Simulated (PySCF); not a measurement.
Computed IR spectrum (relative IR intensity) of a molecule C5H5, multiplicity 2. The structure is a stationary point at PBE-D3(BJ)/def2-SVP. One conformer was computed; it need not be the lowest. Level of theory: PySCF 2.14.0 with PBE-D3(BJ)/def2-SVP. Harmonic, unscaled wavenumbers; measured fundamentals usually lie a few per cent lower.

Lines under 2 % of the strongest are left out, and lines within 2 cm⁻¹ are merged.

```tsv
ν (cm⁻¹)	relative intensity
322	18
506	19
669	100
761	23
847	42
899	28
947	28
1026	12
1072	5.4
1159	3.4
1200	6.4
1305	42
1511	3.1
2958	7.3
3000	3.3
3167	11
```

Task: Pick the molecule that these values belong to.
A) [C]1=CCC=C1
B) [CH]1C=CC=C1
C) [C]1=CC=CC1

Result: A, [C]1=CCC=C1
